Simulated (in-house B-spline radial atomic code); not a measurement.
A run on an ion of nuclear charge 59 with 59.4 electrons that did not converge. Method: scalar-relativistic (X2C) BLYP, spin-polarised, spherical fractional occupations, Fermi nucleus of rms radius 4.8919 fm; computed with a B-spline radial code for spherical atoms.

Command:
```bash
python run_scf.py task.json out
```
Settings (nuclear radius in fm, mass in u):
```
Z                59
configuration    [Xe] 4f3.4 6s2
hamiltonian      x2c
method           b88,lyp
spin_polarised   True
nucleus          fermi
rms_radius       4.8919
atomic_mass      140.90766
speed_of_light   137.035999084
```

First and last ten iterations of the last attempt (damped for 15 steps, keeping 80 % of the old Fock matrix, then DIIS):
```
 iter        energy (Eh)    residual
    1       -9226.960209    4.77e-01
    2       -9225.241044    5.97e-01
    3       -9231.482855    3.72e-01
    4       -9234.573148    2.15e-01
    5       -9236.004057    1.20e-01
    6       -9236.621328    7.43e-02
    7       -9236.868816    4.25e-02
    8       -9236.961634    2.32e-02
    9       -9236.995367    1.64e-02
   10       -9237.008371    1.13e-02
  111       -9233.317146    1.54e-01
  112       -9233.313273    1.54e-01
  113       -9233.243697    1.56e-01
  114       -9233.288873    1.55e-01
  115       -9233.234916    1.57e-01
  116       -9233.239755    1.56e-01
  117       -9233.349891    1.53e-01
  118       -9236.993323    1.66e-02
  119       -9236.991724    1.72e-02
  120       -9233.227220    1.59e-01
 not converged after 120 iterations
```

The smallest residual met was 1.1e-02; the threshold is about 6e-07. No energy from this run should be used. The likely cause: this method binds the added charge weakly or not at all at the basis-set limit, so charge moves back and forth between the atom and the box. Time taken, with all properties: 2.6 s on 1 thread of Arm Neoverse V2, on a shared host.
